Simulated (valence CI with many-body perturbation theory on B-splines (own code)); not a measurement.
The numbers below are computed, except where a source is named.
Pr17+: what each term of the Hamiltonian does

Level of theory: valence CI with perturbative core correlation (CI+MBPT): six valence electrons over a frozen Dirac-Fock core [Kr], a basis of 7 s, 7 p, 8 d, 6 f, 4 g, 1 h functions for each j, with the one-electron correlation potential Σ1, the two-electron term Σ2, the three-electron term Σ3, Breit, model QED; selected CI, second order for the rest, scaled by the run's own slope (own B-spline code, finite nucleus).

No measured spectrum was set against this ion. As an estimate, terms of the open shell hold to 2 to 4 % of their energy, and close levels can change places. Core correlation moves these levels by up to 10000 cm⁻¹, and in measured spectra 5 to 20 % of such shifts remained as error; rates that hang on mixing are uncertain with them. Among the levels kept, up to 1100 cm⁻¹ of a level comes from second order outside the variational space, and about a tenth of that is noise between levels of different J, which matters for small intervals. Only levels of the ground parity were solved; by the run's estimate the other parity begins above the list, which can be wrong where configurations are misplaced.

Each rung adds one term. CI alone is the Dirac-Coulomb CI over the frozen core; QED comes last and gives the full result, which names the levels. Energies are above 4d6 5D_4 on the same rung, in eV.

Names give the largest LS component (configuration and term), which can be under half, so a name can repeat, a term be missing and a line seem to break the LS rules; names also repeat where a configuration has a term twice. Letters in brackets count levels of one name in rising energy.

```tsv
Level	CI alone	Σ1	Σ2	Σ3	Breit	QED	Full
4d6 5D_2 [a]	1.827	+0.0034	+0.0351	-0.1489	+0.0156	+0.0003	1.732
4d6 5D_3	2.576	+0.0420	+0.0868	+0.0439	-0.0763	+0.0100	2.683
4d6 5D_0	3.428	+0.0297	+0.1841	-0.0750	-0.0352	+0.0070	3.539
4d6 5D_1	3.556	+0.0454	+0.1466	-0.0157	-0.0706	+0.0108	3.672
4d6 3H_4 [a]	5.076	+0.0241	-0.1891	-0.1685	-0.0358	+0.0047	4.712
4d6 3G_5	6.646	+0.0408	-0.3377	-0.1931	-0.0825	+0.0076	6.081
4d6 3H_6	6.809	+0.0444	-0.4015	-0.1902	-0.1054	+0.0080	6.164
4d6 5D_2 [b]	7.186	+0.0635	+0.0373	-0.2264	-0.0936	+0.0130	6.980
4d6 3F_3 [a]	7.747	+0.0470	-0.1312	-0.2622	-0.0751	+0.0093	7.335
4d6 3F_2 [a]	8.003	+0.0498	-0.0289	-0.3062	-0.0937	+0.0121	7.636
4d6 3H_4 [b]	9.625	+0.0796	-0.1296	-0.2076	-0.1466	+0.0168	9.237
4d6 3D_1	9.974	+0.0605	-0.1868	-0.3647	-0.0791	+0.0120	9.416
4d6 1S_0 [a]	9.378	+0.0630	+0.3063	-0.2236	-0.1017	+0.0148	9.437
4d6 3D_2	10.207	+0.0591	-0.0102	-0.3548	-0.1007	+0.0129	9.814
4d6 3G_4	10.303	+0.0714	-0.1361	-0.2814	-0.1376	+0.0150	9.834
4d6 3H_5	10.772	+0.0932	-0.2322	-0.1959	-0.1921	+0.0197	10.265
4d6 3D_3	11.017	+0.0748	-0.1847	-0.3358	-0.1235	+0.0155	10.463
4d6 3P_0 [a]	11.639	+0.0343	-0.3688	-0.6827	-0.0227	+0.0053	10.604
4d6 3G_3	11.671	+0.0931	-0.1209	-0.2908	-0.1674	+0.0197	11.205
4d6 1I_6	12.235	+0.0959	-0.4409	-0.2785	-0.2076	+0.0193	11.423
4d6 1F_3	12.517	+0.0544	-0.3272	-0.5509	-0.0821	+0.0105	11.622
4d6 3P_1 [a]	13.073	+0.1142	+0.0573	-0.4251	-0.1786	+0.0228	12.664
4d6 1G_4 [a]	14.067	+0.1040	-0.2674	-0.3917	-0.1877	+0.0203	13.345
4d6 1D_2 [a]	14.181	+0.0907	-0.1341	-0.5879	-0.1553	+0.0188	13.413
4d6 3P_1 [b]	15.070	+0.0849	+0.1748	-0.4897	-0.1629	+0.0218	14.698
4d6 3F_2 [b]	16.537	+0.0916	-0.0347	-0.5948	-0.1489	+0.0191	15.869
4d6 3F_4	16.497	+0.1012	-0.0249	-0.5150	-0.1915	+0.0219	15.888
4d6 1G_4 [b]	19.203	+0.1135	-0.1989	-0.6687	-0.2159	+0.0244	18.258
4d6 3P_2	19.128	+0.1320	+0.0188	-0.6338	-0.2433	+0.0291	18.431
4d6 3F_3 [b]	19.297	+0.1386	-0.0476	-0.5543	-0.2555	+0.0301	18.608
4d6 3P_0 [b]	19.114	+0.1726	+0.3886	-0.3711	-0.3129	+0.0385	19.030
```

The middle columns are the shifts that each term adds.

(1) How does the ionisation energy move along the ladder, and which term matters most?

Answers

(1) CI alone 473.60, + Σ1 475.73, + Σ2 479.01, + Σ3 479.59, + Breit 479.47, + QED 479.50 eV. The largest step is Σ2, 3.28 eV. NIST lists 478 ± 3 eV (theoretical).
